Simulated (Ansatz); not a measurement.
SnMe2 (C2H6Sn), 9 atoms. Hardware: 2 threads of Intel Xeon Platinum 8259CL on a shared host.

In the def2 sets Sn takes a core potential; there is no spin–orbit coupling. Correlated methods freeze 6 core orbitals; core or outer-core shells of Sn are correlated, in sets that lack core-valence functions.

Task: How many basis functions does each of these Ansatz runs have, and roughly what does it cost? PBE-D4/def2-SVP, charge 0 singlet, energy, from earlier orbitals; PBE0-D4/def2-TZVP, charge 0 singlet, energy, from earlier orbitals; PBE-D4/def2-TZVP, charge 0 singlet, energy and forces, from earlier orbitals; PBE0-D4/def2-TZVP, charge 0 singlet, relaxation, 5 steps; CCSD(T)/def2-TZVP, charge 0 singlet, energy, from earlier orbitals; PBE0-D4/def2-SVP, charge 0 singlet, energy, from earlier orbitals; B2PLYP/def2-TZVP, charge 0 singlet, energy, from earlier orbitals; RPA@PBE/def2-TZVP, charge 0 singlet, energy, from earlier orbitals; BLYP-D4/def2-TZVP, charge 0 singlet, energy, from earlier orbitals; B3LYP-D4/def2-TZVP, charge 0 singlet, energy, from earlier orbitals; r2SCAN-D4/def2-TZVP, charge 0 singlet, energy, from earlier orbitals; PBE0-D4/def2-SVP, charge 0 singlet, energy with a search over starts.

Result: Other jobs shared the machine, so times can vary by a factor of up to 3. A dash marks memory too small to be measured apart from the calling script's.

| run | functions | fitting or Cholesky vectors | wall time | peak host memory (GiB) |
| --- | --- | --- | --- | --- |
| PBE-D4/def2-SVP, charge 0 singlet, energy, from earlier orbitals | 84 | 955 | 1.1 s | – |
| PBE0-D4/def2-SVP, charge 0 singlet, energy, from earlier orbitals | 84 | 1018 | 1.3 s | – |
| BLYP-D4/def2-TZVP, charge 0 singlet, energy, from earlier orbitals | 148 | 1012 | 2.4 s | – |
| PBE0-D4/def2-SVP, charge 0 singlet, energy with a search over starts | 84 | 1018 | 2.7 s | – |
| PBE-D4/def2-TZVP, charge 0 singlet, energy and forces, from earlier orbitals | 148 | 1012 | 2.9 s | – |
| B3LYP-D4/def2-TZVP, charge 0 singlet, energy, from earlier orbitals | 148 | 1056 | 2.9 s | – |
| r2SCAN-D4/def2-TZVP, charge 0 singlet, energy, from earlier orbitals | 148 | 1012 | 3.7 s | – |
| PBE0-D4/def2-TZVP, charge 0 singlet, energy, from earlier orbitals | 148 | 1085 | 3.9 s | – |
| B2PLYP/def2-TZVP, charge 0 singlet, energy, from earlier orbitals | 148 | 1170 | 4.9 s | – |
| RPA@PBE/def2-TZVP, charge 0 singlet, energy, from earlier orbitals | 148 | 1170 | 6 s | – |
| PBE0-D4/def2-TZVP, charge 0 singlet, relaxation, 5 steps | 148 | 1085 | 20 s | – |
| CCSD(T)/def2-TZVP, charge 0 singlet, energy, from earlier orbitals | 148 | 1170 | 28 s | 1.2 |
